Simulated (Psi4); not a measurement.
Approach curve of the dimer H4Ge ··· CH5N (SMILES [GeH4] and CN). Monomers: optimised at B3LYP-D3(BJ) (def2-TZVP), held rigid. Orientation: a higher rigid-body minimum at GFN2-xTB. The monomers approach along the line of their centres of mass (distance R); nothing else relaxes.

Geometry at R = 3.63 Å (first 5 atoms: monomer A):
```
12

Ge     0.0000     0.0000     0.0000
H     -0.9287    -0.0131     1.2233
H      0.1707     1.4429    -0.4978
H      1.3705    -0.5720     0.3916
H     -0.6126    -0.8578    -1.1170
C      3.1724     0.9717    -2.0786
N      2.2219     0.0974    -2.7645
H      2.8925     1.2545    -1.0544
H      3.2984     1.8887    -2.6565
H      4.1459     0.4805    -2.0362
H      1.3114     0.5366    -2.8278
H      2.0967    -0.7679    -2.2532
```

- PBE/def2-TZVP, counterpoise-corrected (Psi4)
- PBE-D3(BJ)/def2-TZVP, counterpoise-corrected (Psi4)
- SAPT0/jun-cc-pVDZ, frozen core (Psi4)

Interaction energies in kJ/mol; the last columns give the difference from SAPT0:

```
R / Å  PBE/def2-TZVP  PBE-D3(BJ)/def2-TZVP  SAPT0/jun-cc-pVDZ  PBE/def2-TZVP − SAPT0/jun-cc-pVDZ  PBE-D3(BJ)/def2-TZVP − SAPT0/jun-cc-pVDZ
-----  -------------  --------------------  -----------------  ---------------------------------  ----------------------------------------
2.99           25.68                 16.51              28.46                              -2.77                                    -11.95
3.25            8.09                  0.02               9.35                              -1.26                                     -9.33
3.46            1.83                 -5.27               2.42                              -0.59                                     -7.69
3.63           -0.58                 -6.88              -0.27                              -0.31                                     -6.61
3.86           -1.88                 -7.12              -1.74                              -0.14                                     -5.38
4.00           -2.08                 -6.70              -1.99                              -0.09                                     -4.71
4.36           -1.76                 -5.00              -1.74                              -0.03                                     -3.26
4.61           -1.35                 -3.83              -1.37                               0.02                                     -2.46
5.16           -0.60                 -1.95              -0.72                               0.12                                     -1.22
5.79           -0.17                 -0.86              -0.34                               0.17                                     -0.51
6.85            0.00                 -0.24              -0.11                               0.11                                     -0.13
8.17            0.01                 -0.07              -0.03                               0.04                                     -0.04
```

PBE/def2-TZVP is furthest from SAPT0/jun-cc-pVDZ at 2.99 (-2.77 kJ/mol, below); its mean absolute difference over the points is 0.47 kJ/mol.

PBE-D3(BJ)/def2-TZVP is furthest from SAPT0/jun-cc-pVDZ at 2.99 (-11.95 kJ/mol, below); its mean absolute difference over the points is 4.44 kJ/mol.
